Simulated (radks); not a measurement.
The numbers below are computed, except where a source is named.
Initial-state core-level shifts of the manganese ion Mn2+ when its valence configuration changes from [Ar] 3d5. Code: a radial shooting solver on a logarithmic mesh with Libxc functionals. Model: non-relativistic Kohn-Sham, LDA (Slater exchange, Perdew-Wang correlation), spin-polarised, spherical densities, point nucleus; open shells are filled with parallel spins first. Shifts are changes of the shell-averaged eigenvalues in eV (positive: less bound); the change of the density at the nucleus, which sets a Mossbauer isomer shift, is in e/bohr^3, on a base of 1.051e+04.

| valence | 1s | 2s | 2p | 3s | density at nucleus |
|---|---|---|---|---|---|
| 3d3 4p2 | -18.616 | -20.823 | -20.601 | -17.274 | +4.282 |
| 3d2.5 4s0.5 4p2 | -23.316 | -26.205 | -25.926 | -21.335 | +10.289 |
| 3d4 4p1 | -8.846 | -9.839 | -9.735 | -8.397 | +1.856 |
| 3d4 4s1 | -7.674 | -8.690 | -8.593 | -7.212 | +9.447 |
| 3d4.5 4s0.5 | -3.713 | -4.200 | -4.153 | -3.529 | +4.477 |
| 3d4.5 4p0.5 | -4.312 | -4.782 | -4.732 | -4.137 | +0.860 |
| 3d2 4s0.5 4p2.5 | -28.776 | -32.394 | -32.052 | -26.023 | +12.131 |
| 3d2.5 4p2.5 | -23.838 | -26.731 | -26.447 | -21.861 | +5.705 |
| 3d2 4s2 4p1 | -27.536 | -31.089 | -30.769 | -24.741 | +25.970 |
